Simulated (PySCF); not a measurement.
## Computed vibrations of [Yb(NH2)3]−

[Yb(NH2)3]− (singlet in the valence; each metal's 4f electrons, 14 of them, lie in its core potential, out of spins and levels). PySCF 2.14.0, RKS PBE0, Yb lcecp-0-SVP with ECP60, N def2-SVP, H def2-SVP; non-relativistic Hamiltonian with scalar-relativistic core potentials where named; density fitting; no spin-orbit coupling. Central differences of gradients.

```xyz
10

Yb    0.0000    0.0000    0.0000
N     2.3767    0.0000    0.0000
H     3.0160    0.0001    0.8000
H     3.0160    0.0001   -0.8000
N    -1.1884    2.0583    0.0000
H    -1.5080    2.6119    0.8000
H    -1.5080    2.6119   -0.8000
N    -1.1883   -2.0583    0.0000
H    -1.5079   -2.6119    0.8000
H    -1.5079   -2.6119   -0.8000
```

Run from Python with OMP_NUM_THREADS=2. Where DIIS fails, smearing, a level shift and second-order steps follow.
It took 50 s on 2 threads of Arm Neoverse V1, with other jobs on the host.

**Question.** What are the harmonic wavenumbers and infrared intensities?

**Answer.** Modes are labelled in D3h; negative numbers are unstable modes, those under 60 cm⁻¹ near the noise; a finer grid moves soft modes by up to 10 cm⁻¹.
| cm⁻¹ | km/mol | symmetry |
| --- | --- | --- |
| -310 | – | e'' |
| -310 | – | e'' |
| -296 | – | a1'' |
| 72 | 33.3 | a2'' |
| 109 | 5.4 | e' |
| 109 | 5.4 | e' |
| 195 | 0.0 | a2' |
| 253 | 192.8 | e' |
| 253 | 192.8 | e' |
| 268 | 0.0 | e'' |
| 268 | 0.0 | e'' |
| 304 | 203.3 | a2'' |
| 373 | 87.8 | e' |
| 373 | 87.8 | e' |
| 395 | 0.0 | a1' |
| 1534 | 2.6 | e' |
| 1534 | 2.6 | e' |
| 1539 | 0.0 | a1' |
| 3474 | 61.0 | e' |
| 3474 | 61.0 | e' |
| 3477 | 0.0 | a1' |
| 3549 | 0.0 | e'' |
| 3549 | 0.0 | e'' |
| 3550 | 68.0 | a2'' |

**Question.** Is this a minimum?

**Answer.** No: 3 unstable; the lowest moves the atoms so:
```
Yb   0.00  0.00  0.00
N    0.00  0.00 -0.01
H   -0.01  0.55  0.00
H    0.01 -0.55  0.00
N    0.00  0.00  0.03
H    0.11  0.09  0.01
H   -0.11 -0.09  0.01
N    0.00  0.00 -0.02
H   -0.35  0.22  0.00
H    0.35 -0.22  0.00
```

An lcecp potential fixes the number of 4f electrons, so in runs with it no electron can move into or out of that shell.
